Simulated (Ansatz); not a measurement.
Basis sets compared for the cluster K5⁺. The state is a singlet with charge 1. Geometry PBE/def2-SVP. Ansatz on 4 threads of Arm Neoverse V1 on a shared host; times are rough, and most runs start from earlier orbitals.

```
atom   x (Å)   y (Å)   z (Å)
  K1  -1.838   4.240   0.494
  K2   2.004  -1.994  -3.595
  K3   0.132   0.107   0.036
  K4  -3.384   1.052   2.822
  K5   3.085  -3.406   0.243
```

The restricted singlet is unstable towards broken spin symmetry in Hartree–Fock (as tested in another run); at PBE/def2-SVP, PBE/def2-TZVP, PBE0/def2-SVP, PBE0/def2-TZVP this wasn't settled. The structure comes from a short search, and lower isomers may exist.

```csv
level,functions,energy (Eh),HOMO (eV),LUMO (eV),wall time
PBE/def2-SVP,120,-2998.0172,-5.10,-4.18,3.3 s
PBE0/def2-SVP,120,-2998.2597,-5.40,-3.71,3.6 s
```

**Question.** Estimate the rows for PBE/def2-TZVP (with forces), PBE0/def2-TZVP.

**Answer.** 
| level | functions | energy (Eh) | HOMO (eV) | LUMO (eV) | wall time |
| --- | --- | --- | --- | --- | --- |
| PBE/def2-TZVP (with forces) | 165 | -2998.4073 | -5.05 | -4.14 | 3.9 s |
| PBE0/def2-TZVP | 165 | -2998.6436 | -5.37 | -3.68 | 6.5 s |
